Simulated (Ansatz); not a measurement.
C2H2Se, SMILES `C#C[SeH]`. Charge 0, multiplicity 1.

```
atom    x (Å)    y (Å)    z (Å)
  C1   0.9429  -0.6414  -0.6349
  C2  -0.0258  -0.0461  -0.2412
 Se3  -1.5465   0.8487   0.2171
  H4   1.8043  -1.1676  -0.9731
  H5  -1.1749   1.0065   1.6321
```

Task: List the harmonic frequencies (cm⁻¹, unscaled) at PBE0-D4/def2-TZVP in Ansatz. (Best estimate.)

Result: The calculation gave: 270, 330, 583, 598, 727, 855, 2164, 2421, 3478.

Task: Is this a minimum?

Result: Yes, all 9 modes are real.

Task: Give the ideal-gas thermochemistry at 298.15 K and 1 bar (rigid rotor, harmonic oscillator; point group Cs, symmetry number 1).

Result: Zero-point energy 68.3 kJ/mol; H(298) − E = 81.8 kJ/mol; entropy 276.8 J/(mol·K), of which translation 166.9, rotation 92.2, vibration 17.7; G(298) − E = -0.8 kJ/mol.

Task: Rotational constants (cm⁻¹)?

Result: 7.835, 0.1299, 0.1278.
